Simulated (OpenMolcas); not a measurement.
Cu3+ with 6 ligands (fluoride) in octahedral coordination (Oh). A charge of +0.5 e stands 2.6 Å behind each ligand. Ligand basis ANO-RCC-VDZP.

| Quantity | Value |
| --- | --- |
| Program | OpenMolcas |
| Method | CASSCF |
| Basis | ANO-RCC-VTZP [6s5p3d2f1g] |
| Scalar Hamiltonian | DKH2, point nucleus |
| Active space | 8 electrons in 5 orbitals (3d) |
| State averaging | 2S+1 = 3 even, 10 roots; 2S+1 = 1 even, 15 roots |
| Spin-orbit coupling | state interaction with AMFI integrals over the reference wave functions |

All ligands move together. At R = 1.74 Å the first state of the same spin is 14762 cm-1, and at R = 1.97 Å it is 7591 cm-1.

Problem. A third run gives 10615 cm-1. What distance was it run at?

Solution. With a power law R^-n the two known points give n = -ln(7591 / 14762) / ln(1.97 / 1.74) = 5.36. Then R = 1.74 × (14762 / 10615)^(1/5.36) = 1.850 Å. The run was at 1.85 Å, so the estimate is off by 0 Å.

Without dynamic correlation the repulsion within the d shell is too large (B by tens of per cent), so at a given field states of lower spin stand too high. Ligand-to-metal charge-transfer states are missing. With no ligand orbital active B as a rule stays too high, so bands that hang on it stand too high and its fall with covalency is understated. With metal d orbitals alone and no dynamic correlation the field as a rule comes out too small, by tens of per cent, by up to half for chloride and softer ligands, and the orbital part of g and χT, which goes as 1/10Dq, too large. No measured value stands beside these numbers; the geometry is a model, was not optimised and need not be the one that this ion takes.
